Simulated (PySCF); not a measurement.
Al(Cl)(F)(SMe) (CH3AlClFS), SMILES C[S][Al]([Cl])[F].

Geometry: PBE0-D3(BJ)/def2-SVP. The structure was generated by enumeration; whether it is a known compound was not checked. Other conformers were not sampled.

Two levels are set side by side: TDA-PBE/def2-SVPD (PySCF) and TDA-ωB97X/def2-SVPD (PySCF). Vertical, same geometry. The lowest singlet is HOMO→LUMO 99 % with PBE and HOMO→LUMO 80 % with the other functional; states are paired by order. Differences are taken from unrounded values.

| quantity | TDA-ωB97X |
|---|---|
| lowest singlet excitation (eV) | 5.71 |
| lowest triplet excitation (TDA) (eV) | 5.44 |
| first bright state (f over 0.05) (eV) | 7.51 |
| its oscillator strength | 0.39 |

Question: What does TDA-PBE give, and how far is it from TDA-ωB97X? (An estimate is asked for; the answer gives what the named calculation found.)

Answer: 
```
quantity                               TDA-PBE  TDA-PBE minus TDA-ωB97X
-------------------------------------  -------  -----------------------
lowest singlet excitation (eV)            4.60                    -1.11
lowest triplet excitation (TDA) (eV)      4.29                    -1.15
first bright state (f over 0.05) (eV)     6.28                    -1.24
its oscillator strength                   0.25                    -0.14
```

A lower first singlet is the usual sign of a functional without exact exchange. Differences between two approximate levels are no errors against the true value.

Rough cost on one machine, each run with all the roots and properties that it gave: TDA-ωB97X against TDA-PBE about 4 times.
